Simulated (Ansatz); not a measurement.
System: 2-fluoro-1-methylpyrrole, C₅H₆FN (charge 0, singlet). 
Coordinates optimised at B3LYP-D3(BJ)/def2-TZVP (Ansatz, an electronic-structure program):
```xyz
13

C     -2.0380    -0.1786     0.0553
N     -0.5968    -0.3135     0.0639
C      0.1211    -1.4949     0.0702
C      1.4545    -1.1872    -0.0133
C      1.5774     0.2325    -0.0805
C      0.2981     0.7079    -0.0342
F     -0.1582     1.9636    -0.0659
H     -2.4255    -0.1001    -0.9629
H     -2.3296     0.7107     0.6107
H     -2.4758    -1.0515     0.5352
H     -0.3871    -2.4407     0.1383
H      2.2649    -1.8962    -0.0163
H      2.4752     0.8213    -0.1445
```

Parts of the frozen-core correlation energy in 6-31G (Ansatz, hartree). Frozen orbitals: 7; correlated occupied orbitals by spin: 19 and 19; virtual: 49 and 49. No spin-orbit coupling. Non-relativistic.

```csv
term,value
reference (HF),-346.55790
MP2 opposite-spin,[?]
MP2 same-spin,[?]
CCSD correlation,[?]
(T),-0.02190
T1 diagnostic,0.010
largest doubles amplitude,0.087
```

**Question.** What belongs in the gaps?

**Answer.** 
- MP2 opposite-spin, value: -0.49729
- MP2 same-spin, value: -0.16615
- CCSD correlation, value: -0.70432
